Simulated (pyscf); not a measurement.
# •HC=C=O, doublet

Gas-phase minimum from PySCF at ωB97X-D3(BJ)/def2-SVP, one conformer. Other isomers of •HC=C=O were not searched in full and may lie lower. 

```xyz
4

C      0.1239    -0.6468    -0.0621
C      1.0331    -0.0435     0.6171
O      1.8248     0.4269     1.3491
H     -0.3828    -0.7604    -1.0097
```
Charge 0, spin multiplicity 2.

Bond lengths (Å): C1–C2 1.285, C1–H4 1.081, C2–O3 1.176. Angles (°): C2–C1–H4 147.6, C1–C2–O3 173.0.

Properties at ωB97X-D3(BJ)/def2-SVP:

| Quantity | Value |
|---|---|
| Harmonic wavenumbers, unscaled | 286, 513, 566, 1321, 2152, 3420 cm⁻¹ |
| Zero-point energy | 11.8 kcal/mol |
| Rotational symmetry number | 1 |
| Entropy of this conformer at 298 K and 1 atm, rigid rotor and harmonic oscillator, modes under 100 cm⁻¹ raised to 100 | 247.0 J/(mol K) |
| Dipole moment | 1.83 D |
| Spin expectation value S2 | 0.762 |

Single-point totals, which compare only within one level (frozen core for MP2 and CC):

```tsv
level	total energy (hartree)
ωB97X-D3(BJ)/def2-TZVP	-152.02211
PBE/def2-TZVP	-151.81777
r²SCAN/def2-TZVP	-151.91027
B3LYP-D3(BJ)/def2-TZVP	-151.99434
PBE0-D3(BJ)/def2-TZVP	-151.81366
M06-2X/def2-TZVP	-151.92165
ωB97M-D3(BJ)/def2-TZVP	-152.02634
UHF/def2-TZVPP	-151.14584
MP2/def2-TZVPP	-151.64411
CCSD/def2-TZVPP	-151.65823
CCSD(T)/def2-TZVPP	-151.68382
```

The CCSD(T) − MP2 part came from Ansatz, without density fitting, on the same reference.
